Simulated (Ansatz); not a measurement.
Steps of a relaxation of H₈N₂Si₂, SMILES `NN([SiH3])[SiH3]` with RKS PBE0-D4/def2-TZVP.

```sh
$ ansatz run in.yaml --threads 4 --pin off --events-out ev --progress --plain --max-ram 10444MiB
```

```yaml
crystal:
  periodic: [false, false, false]
  atoms:
    - {symbol: N, position_ang: [-1.184460, 0.958370, -0.494190]}
    - {symbol: N, position_ang: [-0.046630, 0.190370, -0.023460]}
    - {symbol: Si, position_ang: [-0.208000, -0.436790, 1.587580]}
    - {symbol: Si, position_ang: [0.930150, -0.442270, -1.316040]}
    - {symbol: H, position_ang: [-1.542500, 1.482310, 0.302610]}
    - {symbol: H, position_ang: [-0.823080, 1.643930, -1.157500]}
    - {symbol: H, position_ang: [1.092210, -1.012610, 1.904170]}
    - {symbol: H, position_ang: [-1.289370, -1.415690, 1.728380]}
    - {symbol: H, position_ang: [-0.520620, 0.739290, 2.414190]}
    - {symbol: H, position_ang: [1.308260, 0.735320, -2.110860]}
    - {symbol: H, position_ang: [0.205450, -1.384870, -2.171730]}
    - {symbol: H, position_ang: [2.078590, -1.057360, -0.663160]}
basis:
  gaussian: {orbitals: def2-TZVP}
hamiltonian: {xc: pbe0, dispersion: d4}
relax: {f_tol: 0.005, max_steps: 150}
```

Positions (Å) and forces (eV/Å) along the path, 10 of 18 steps:

```xyz
12
step=1 energy=-18856.6681 eV
N    -1.184    0.958   -0.494   -0.087   -0.171   -0.104
N    -0.047    0.190   -0.023    0.015   -0.155    0.004
Si   -0.208   -0.437    1.588    0.143    0.484   -0.880
Si    0.930   -0.442   -1.316   -0.550    0.455    0.727
H    -1.542    1.482    0.303    0.093    0.107   -0.140
H    -0.823    1.644   -1.157   -0.046    0.062    0.226
H     1.092   -1.013    1.904    0.372   -0.273    0.232
H    -1.289   -1.416    1.728   -0.302   -0.321    0.145
H    -0.521    0.739    2.414   -0.122    0.193    0.360
H     1.308    0.735   -2.111    0.177    0.203   -0.345
H     0.205   -1.385   -2.172   -0.114   -0.313   -0.316
H     2.079   -1.057   -0.663    0.420   -0.272    0.091
12
step=2 energy=-18856.7275 eV
N    -1.198    0.964   -0.504   -0.045   -0.095   -0.099
N    -0.058    0.201   -0.030    0.071   -0.121    0.042
Si   -0.206   -0.421    1.581    0.062    0.142   -0.267
Si    0.925   -0.431   -1.313   -0.170    0.130    0.214
H    -1.557    1.485    0.292    0.013    0.065   -0.022
H    -0.828    1.669   -1.139   -0.013    0.057    0.092
H     1.091   -1.028    1.936    0.109   -0.052    0.034
H    -1.288   -1.419    1.755   -0.094   -0.096   -0.004
H    -0.537    0.729    2.465   -0.006    0.058    0.056
H     1.332    0.719   -2.163    0.037    0.055   -0.048
H     0.226   -1.397   -2.193   -0.065   -0.091   -0.058
H     2.097   -1.072   -0.686    0.103   -0.053    0.058
12
step=3 energy=-18856.7345 eV
N    -1.203    0.967   -0.513    0.013   -0.018   -0.070
N    -0.061    0.206   -0.034    0.008   -0.025    0.031
Si   -0.201   -0.416    1.572    0.032    0.015   -0.021
Si    0.922   -0.432   -1.307   -0.019    0.002    0.006
H    -1.577    1.473    0.286   -0.016    0.007    0.009
H    -0.824    1.696   -1.116   -0.001    0.016    0.043
H     1.102   -1.028    1.928   -0.014    0.008   -0.013
H    -1.287   -1.425    1.741    0.009    0.013   -0.005
H    -0.529    0.732    2.467    0.001   -0.019   -0.006
H     1.341    0.713   -2.167   -0.001   -0.024    0.005
H     0.219   -1.412   -2.183    0.005    0.012    0.015
H     2.098   -1.075   -0.673   -0.017    0.012    0.006
12
step=4 energy=-18856.7444 eV
N    -1.182    0.971   -0.553    0.011    0.473    0.199
N    -0.054    0.211   -0.041   -0.055    0.041   -0.052
Si   -0.188   -0.398    1.564   -0.019   -0.038    0.080
Si    0.915   -0.442   -1.312    0.086   -0.063   -0.043
H    -1.668    1.368    0.260    0.092   -0.192   -0.316
H    -0.773    1.795   -1.009   -0.139   -0.214    0.132
H     1.113   -1.017    1.915   -0.020    0.006    0.008
H    -1.280   -1.402    1.727    0.021   -0.006    0.011
H    -0.524    0.741    2.467    0.026    0.006   -0.012
H     1.349    0.682   -2.190   -0.003   -0.010    0.010
H     0.206   -1.432   -2.170   -0.004    0.005    0.013
H     2.086   -1.077   -0.659    0.004   -0.009   -0.031
12
step=8 energy=-18856.8052 eV
N    -1.122    1.016   -0.604   -0.098    0.502    0.476
N    -0.047    0.207   -0.061   -0.062   -0.021   -0.047
Si   -0.172   -0.359    1.565    0.024    0.050   -0.009
Si    0.918   -0.466   -1.334   -0.048    0.044    0.001
H    -1.852    1.115    0.120    0.443   -0.086   -0.609
H    -0.735    1.962   -0.741   -0.277   -0.481    0.190
H     1.113   -1.004    1.923   -0.001    0.000    0.007
H    -1.277   -1.346    1.751   -0.004    0.025    0.001
H    -0.477    0.800    2.452    0.019    0.000   -0.003
H     1.389    0.646   -2.205    0.011   -0.025   -0.003
H     0.185   -1.442   -2.184   -0.005    0.003    0.000
H     2.077   -1.129   -0.684   -0.001   -0.013   -0.005
12
step=11 energy=-18856.9701 eV
N    -1.080    0.993   -0.616   -0.066    0.073    0.126
N    -0.067    0.124   -0.089   -0.009    0.042   -0.028
Si   -0.134   -0.276    1.588   -0.006   -0.007    0.014
Si    0.943   -0.451   -1.368    0.024   -0.016   -0.017
H    -1.997    0.700   -0.283    0.119    0.019   -0.109
H    -0.911    1.939   -0.283   -0.075   -0.107    0.000
H     1.059   -1.091    1.929   -0.018    0.006    0.011
H    -1.377   -1.047    1.893    0.011    0.023    0.018
H    -0.185    0.970    2.405    0.025   -0.008   -0.004
H     1.539    0.689   -2.115   -0.005   -0.015    0.014
H     0.190   -1.298   -2.331    0.004    0.004   -0.007
H     2.021   -1.253   -0.731   -0.004   -0.013   -0.017
12
step=12 energy=-18856.9712 eV
N    -1.095    0.982   -0.625   -0.054    0.198    0.140
N    -0.059    0.142   -0.096   -0.180   -0.258    0.077
Si   -0.125   -0.250    1.588    0.042    0.098    0.220
Si    0.959   -0.442   -1.370    0.018    0.047   -0.095
H    -2.017    0.585   -0.445    0.245   -0.009   -0.003
H    -1.052    1.893   -0.168   -0.023   -0.159   -0.119
H     1.012   -1.126    1.951    0.053   -0.083   -0.106
H    -1.406   -0.918    1.973    0.025    0.043   -0.138
H    -0.027    0.987    2.418   -0.069    0.027   -0.088
H     1.596    0.704   -2.065    0.049    0.001   -0.015
H     0.215   -1.232   -2.390   -0.067    0.024    0.060
H     1.998   -1.325   -0.770   -0.040    0.072    0.066
12
step=14 energy=-18856.9857 eV
N    -1.083    0.992   -0.619   -0.055    0.026    0.068
N    -0.074    0.120   -0.094   -0.005   -0.062   -0.012
Si   -0.120   -0.254    1.593   -0.003    0.036    0.053
Si    0.952   -0.442   -1.370   -0.007    0.019    0.003
H    -2.006    0.598   -0.459    0.079    0.005   -0.003
H    -1.037    1.891   -0.147    0.007   -0.049   -0.041
H     1.031   -1.124    1.932    0.013   -0.026   -0.038
H    -1.396   -0.934    1.961    0.003    0.010   -0.037
H    -0.053    0.999    2.399   -0.016    0.014   -0.031
H     1.595    0.699   -2.071    0.010    0.002    0.005
H     0.201   -1.239   -2.377   -0.025    0.016    0.015
H     1.990   -1.307   -0.748   -0.001    0.009    0.018
12
step=17 energy=-18856.9884 eV
N    -1.105    0.954   -0.620    0.001    0.000    0.002
N    -0.089    0.089   -0.098   -0.002   -0.001    0.011
Si   -0.113   -0.244    1.597   -0.003    0.003   -0.005
Si    0.959   -0.434   -1.370    0.003   -0.001   -0.008
H    -2.022    0.560   -0.436   -0.002    0.002   -0.001
H    -1.051    1.861   -0.168   -0.001    0.000   -0.001
H     1.015   -1.150    1.923   -0.002    0.001    0.001
H    -1.410   -0.873    1.981    0.003    0.000   -0.001
H    -0.001    1.025    2.373    0.002   -0.003   -0.002
H     1.633    0.720   -2.021   -0.001   -0.001    0.003
H     0.207   -1.183   -2.412    0.002   -0.001    0.003
H     1.977   -1.324   -0.750    0.000    0.000   -0.002
12
step=18 energy=-18856.9884 eV
N    -1.106    0.953   -0.620    0.002   -0.001    0.000
N    -0.090    0.088   -0.098   -0.001    0.001    0.001
Si   -0.113   -0.244    1.597    0.002   -0.003   -0.004
Si    0.959   -0.434   -1.370    0.002   -0.003    0.002
H    -2.023    0.559   -0.436   -0.002    0.000    0.000
H    -1.052    1.860   -0.168    0.000    0.001    0.000
H     1.014   -1.151    1.923    0.000    0.001    0.001
H    -1.410   -0.871    1.982    0.000    0.003    0.002
H     0.003    1.025    2.372   -0.002   -0.001    0.001
H     1.634    0.721   -2.018   -0.003   -0.001   -0.001
H     0.208   -1.183   -2.412    0.001    0.003   -0.001
H     1.977   -1.324   -0.751    0.000    0.000    0.000
```

Run time 34 s (4 threads of an INTEL XEON PLATINUM 8581C on a shared host); peak host memory 0.47 GiB.
